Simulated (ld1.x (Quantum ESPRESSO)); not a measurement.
# Configuration tests for aluminium (Al) (TM semilocal)

| Property | Result |
| --- | --- |
| Element | aluminium (Al) |
| Generator | ld1.x (Quantum ESPRESSO) 7.5 |
| Type | norm-conserving Troullier–Martins (semilocal form) |
| Functional | PBEsol |
| Relativity | scalar-relativistic |
| Frozen core | [Ne] |
| Valence charge | 3 |
| Reference configuration | 3s2 3p1 |
| Partial waves | 3s (bound): rc 2.05 bohr; 3p (bound): rc 2.75 bohr; 3d channel at -0.1 Ry: rc 2.50 bohr |
| Local potential | the d channel |
| Core correction | none |

Energies are relative to the spin-unpolarised reference configuration 3s2 3p1; without spin polarisation the order of configurations can differ from experiment.

```csv
valence configuration,charge,ΔE all-electron (eV),error AE − PS (meV)
3s1 3p0,+2,24.906,+16
3s2 3p0.5,+0.5,2.074,-0.2
3s0 3p3,0,10.405,+18
3s2 3p1.3,-0.3,-0.568,0.0
3s1 3p2,0,5.119,+3.9
```

What are ΔE and the potential's error for 3s2 3p0?

ΔE = 5.736 eV all-electron; the error (AE − PS) is -1.4 meV.

What are ΔE and the potential's error for 3s1 3p1?

ΔE = 11.527 eV all-electron; the error (AE − PS) is +8.1 meV.

Levels in the configuration 3s2 3p0.5:

```csv
level,all-electron (eV),pseudo (eV)
3s,-11.057,-11.057
3p,-5.676,-5.677
```

ld1.x printed “convergence not achieved” for 6 of the counted tests; their residual had stalled under 1e-8, short of the target of 1e-14.
